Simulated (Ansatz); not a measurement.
`NB(F)[TeH]` and `CSB(N)F` differ in one atom or group.

Ansatz, PBE0-D4/def2-TZVP geometries, multiplicity 1. Each molecule was computed in one conformer, which needn't be the lowest.

Elements past krypton have def2 core potentials.  Spin–orbit coupling is left out; it splits and shifts lone-pair levels of the heavy atoms by tenths of an eV.

| property | `NB(F)[TeH]` |
| --- | --- |
| HOMO energy (ωB97M-V/def2-TZVPP) / eV | -8.51 |
| LUMO energy (PBE0/def2-TZVPP) / eV | -0.38 |
| HOMO–LUMO gap (ωB97M-V/def2-TZVPP) / eV | 9.94 |
| LUMO energy (PBE/def2-TZVPP) / eV | -1.20 |
| HOMO–LUMO gap (PBE0/def2-TZVPP) / eV | 6.07 |
| HOMO energy (PBE/def2-TZVPP) / eV | -5.39 |

(1) Give the same properties after the change, and the shifts. (An estimate is asked.)

## Answers

(1) Ansatz gave: 
| property | `CSB(N)F` | shift |
| --- | --- | --- |
| HOMO energy (ωB97M-V/def2-TZVPP) / eV | -8.98 | -0.47 |
| LUMO energy (PBE0/def2-TZVPP) / eV | 0.70 | 1.08 |
| HOMO–LUMO gap (ωB97M-V/def2-TZVPP) / eV | 11.16 | 1.22 |
| LUMO energy (PBE/def2-TZVPP) / eV | -0.23 | 0.97 |
| HOMO–LUMO gap (PBE0/def2-TZVPP) / eV | 7.49 | 1.42 |
| HOMO energy (PBE/def2-TZVPP) / eV | -5.56 | -0.17 |

With PBE0 the HOMO falls by 0.35 eV and the LUMO rises by 1.08 eV, so the gap widens by about 1.43 eV. PBE moves the HOMO by -0.17 eV and ωB97M-V by -0.47 eV.
